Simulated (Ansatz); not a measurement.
System: C2H10N2Si (charge 0, singlet). SMILES: N[Si](C)(C)N
Geometry from a B3LYP-D3(BJ)/def2-TZVP (Ansatz, a program for electronic structure) optimisation:
```
Si
N 1 1.7232
H 2 1.0068 1 121.33
H 2 1.0076 3 111.68 1 -153.03
N 1 1.7232 2 105.70 3 155.70
H 5 1.0068 1 121.33 2 155.70
H 5 1.0076 6 111.68 1 -153.03
C 1 1.8761 2 105.35 3 32.35
H 8 1.0921 1 111.16 2 59.74
H 8 1.0924 9 107.87 1 -121.53
H 8 1.0937 9 107.89 10 -115.76
C 1 1.8761 2 116.01 3 -88.00
H 12 1.0921 1 111.16 2 -56.77
H 12 1.0924 13 107.87 1 -121.53
H 12 1.0937 13 107.89 14 -115.76
```

Computed values are from Ansatz. Valence correlation only, unless marked. Open shells are spin-unrestricted. Spin-orbit coupling is left out. No relativistic terms. CBS marks a two-point X^-3 extrapolation of the correlation energy; Hartree-Fock from the larger set.

### Question
What is the T1 diagnostic at CCSD/cc-pV(Q+d)Z?

### Answer
0.009.

### Question
What is the atomisation energy De at CCSD(T)/CBS(cc-pV(T+d)Z,cc-pV(Q+d)Z)?

### Answer
5558.0 kJ/mol.

### Question
What is the dipole moment at CCSD(T)/aug-cc-pV(D+d)Z?

### Answer
0.02 D.

### Question
What is the total energy at CCSD(T)/CBS(cc-pV(T+d)Z,cc-pV(Q+d)Z)?

### Answer
-480.6949 Eh.
